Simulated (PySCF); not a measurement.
NS, SMILES [N]=S, multiplicity 2. The structure is a stationary point at B3LYP-D3(BJ)/def2-TZVPD.

The numbers are results of B3LYP-D3(BJ)/def2-TZVPD (PySCF 2.14.0), not measurements.

Harmonic wavenumbers (cm⁻¹): 1257. Rotational constants (GHz): 23.34 (linear); symmetry number 1.

Problem. Work out the zero-point energy and the ideal-gas rigid-rotor harmonic-oscillator thermochemistry at 298.15 K and 1 atm.

Solution. ZPE = ½ Σ hcν = ½ × 1257 cm⁻¹ = 1.80 kcal/mol. H − E(el) = 3.88 kcal/mol. Entropy in cal/(mol K): translation 37.41, rotation 13.08, vibration 0.03, spin 1.38, total 51.90. G − E(el) = -11.60 kcal/mol. Cp = 7.13 cal/(mol K).
